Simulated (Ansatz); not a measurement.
Basis sets compared for Ge(SiH3)2H2 (Si2GeH8). The state is a singlet with charge 0. Geometry PBE-D4/def2-SVP. Ansatz on 2 threads of Intel Xeon Platinum 8488C on a shared host; times are rough, and most runs start from earlier orbitals.

Cartesian coordinates in Å:
```
Ge -0.315 0.203 0.920
Si 0.539 -1.916 0.204
Si -0.302 1.764 -0.896
H -0.315 -2.454 -0.914
H 0.544 -2.912 1.333
H 1.946 -1.750 -0.303
H -1.153 1.238 -2.021
H 1.105 1.941 -1.400
H -0.837 3.104 -0.467
H 0.553 0.750 2.088
H -1.764 0.032 1.455
```

Binding counts from free atoms (Ge triplet, Si triplet, H doublet) in the same basis, without a counterpoise term.

```csv
level,functions,energy (Eh),HOMO (eV),LUMO (eV),binding per atom (eV),wall time
HF/STO-3G,44,-2627.6433,-8.04,10.09,3.32,0.25 s
PBE-D4/def2-SVP,108,-2659.7111,-6.89,-0.73,2.80,1.3 s
PBE0-D4/def2-SVP,108,-2659.8356,-7.97,0.05,2.81,2.1 s
```

Q: Estimate the rows for HF/def2-TZVP, PBE-D4/def2-TZVP (with forces), PBE0-D4/def2-TZVP.

A: 
| level | functions | energy (Eh) | HOMO (eV) | LUMO (eV) | binding per atom (eV) | wall time |
| --- | --- | --- | --- | --- | --- | --- |
| HF/def2-TZVP | 170 | -2657.9038 | -10.29 | 2.90 | 2.18 | 1.9 s |
| PBE-D4/def2-TZVP (with forces) | 170 | -2660.1795 | -6.89 | -0.97 | 2.81 | 2.7 s |
| PBE0-D4/def2-TZVP | 170 | -2660.3003 | -7.92 | -0.16 | 2.82 | 2.9 s |
